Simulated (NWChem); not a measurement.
System: GeN$_{2}$H$_{4}$F$_{2}$; SMILES [F][Ge]([NH2])([F])[NH2]

```xyz
9

N     -1.3758    -0.5810     1.0298
Ge     0.0000     0.0000    -0.0004
N      1.3758     0.5810     1.0298
F      0.7098    -1.1770    -1.0895
F     -0.7098     1.1770    -1.0895
H     -1.1462    -1.4015     1.6006
H     -2.2343    -0.7634     0.4993
H      1.1462     1.4015     1.6006
H      2.2343     0.7634     0.4993
```
Atoms are numbered in this order, from 1.

Level: PBE-D3(BJ)/def2-SVP (NWChem), optimised geometry, unscaled harmonic frequencies. 

Task: List the harmonic frequencies with IR intensities, and the thermochemistry.

Result: 
```
frequency (cm⁻¹)  IR intensity (km/mol)
----------------  ---------------------
153                                15.8
154                                16.4
173                                 2.8
230                                 5.5
239                                12.2
251                                54.7
307                                12.6
521                               164.0
523                               171.0
662                                48.9
697                                86.1
718                                38.8
743                                66.8
870                                21.6
885                                19.3
1486                               51.5
1489                                1.5
3461                               44.1
3462                                4.1
3563                               25.6
3564                               33.8
```

* **zero-point energy**: 34.5 kcal/mol
* **thermal correction to the enthalpy at 298.15 K (with zero-point energy)**: 39.9 kcal/mol
* **heat capacity Cv**: 25.5 cal/(mol K)
* **entropy at 298.15 K and 1 atm (symmetry number 2)**: 83.2 cal/(mol K)
* **dipole moment**: 2.15 D

Rigid rotor and harmonic oscillator.
